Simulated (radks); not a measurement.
Spherical quantum dot in the effective-mass picture: electrons in a well V = -V0 / (1 + exp((r - R)/a)) with V0 = 3.74, R = 8, a = 0.35, with a point charge +2 (a donor) at the centre, all in effective atomic units (hartree* = m*/eps^2 hartree, bohr* = eps/m* bohr), one dielectric constant everywhere. Calculated with a radial shooting solver with Libxc functionals: non-relativistic Kohn-Sham, PBEsol, spin-polarised, spherical densities. Levels are named by radial order and angular momentum (1s, 1p, 1d, 2s, ...), and open shells are averaged over m. Results are scaled to m* = 0.088 and eps = 6.7, for which hartree* = 53.34 meV and bohr* = 4.029 nm.

N = 23, configuration 1s2 1p6 1d10 2s2 1f(up 3, down 0). This is the lowest configuration that the search found. Occupied and some empty levels:

| level | occupation | eigenvalue (meV) | <r> (nm) |
|---|---|---|---|
| 1s down | 1 | -37.827 | 3.952 |
| 1s up | 1 | -37.821 | 3.960 |
| 2s up | 1 | -26.857 | 23.63 |
| 2s down | 1 | -26.088 | 23.55 |
| 1p up | 3 | -25.261 | 23.92 |
| 1p down | 3 | -24.480 | 23.84 |
| 1d up | 5 | -21.973 | 24.36 |
| 1d down | 5 | -21.164 | 24.31 |
| 1f up | 3 | -17.312 | 24.79 |
| 1f down | 0 | -16.479 | 24.75 |
| 1g up | 0 | -11.381 | 25.20 |
| 1g down | 0 | -10.528 | 25.17 |
| 2p up | 0 | -2.4126 | 16.99 |
| 2p down | 0 | -2.1187 | 16.90 |

Energy (meV): total -2768.86, kinetic 409.84, external -5195.6, Hartree 2311.1, exchange-correlation -294.29.

Electron density:

| r (nm) | n(r) (e/nm^3) |
|---|---|
| 2.12 | 0.007417 |
| 4.48 | 0.001044 |
| 6.84 | 0.0001797 |
| 9.19 | 0.00004362 |
| 11.6 | 0.00002972 |
| 13.9 | 0.00004821 |
| 16.3 | 0.00008954 |
| 18.6 | 0.0001541 |
| 21.0 | 0.0002321 |
| 23.3 | 0.0002890 |
| 25.7 | 0.0002709 |
| 28.1 | 0.0001622 |
| 30.4 | 0.00004807 |
| 32.8 | 6.314e-06 |
| 35.1 | 4.615e-07 |
| 37.5 | 2.870e-08 |
| 39.9 | 1.816e-09 |
| 42.2 | 1.207e-10 |
